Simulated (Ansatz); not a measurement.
```yaml
crystal:
  periodic: [false, false, false]
  atoms:
    - {symbol: N, position_ang: [-0.705400, -0.258192, 0.716083]}
    - {symbol: Ga, position_ang: [0.707877, 0.236808, -0.709341]}
    - {symbol: Cl, position_ang: [2.141943, -1.342589, -0.405608]}
    - {symbol: Cl, position_ang: [-0.486271, 0.131379, -2.499898]}
    - {symbol: Cl, position_ang: [1.273926, 2.203669, -0.035348]}
    - {symbol: H, position_ang: [-0.357218, -0.047366, 1.646290]}
    - {symbol: H, position_ang: [-1.560174, 0.268135, 0.563426]}
    - {symbol: H, position_ang: [-0.922482, -1.248943, 0.668597]}
basis:
  gaussian: {orbitals: cc-pVDZ}
hamiltonian: {xc: {name: wB97M-V}, dispersion: rvv10}
scf: {lower_state_search: full}
```

```sh
$ ansatz run in.yaml --threads 4 --pin off --events-out ev --progress --plain --max-ram 10444MiB
```

(1) How does Ansatz answer? (Best estimate.)

## Answers

(1) Computed: The program refused the input.
```
Error: invalid value for `hamiltonian.dispersion`: this functional's text states its nonlocal part
```
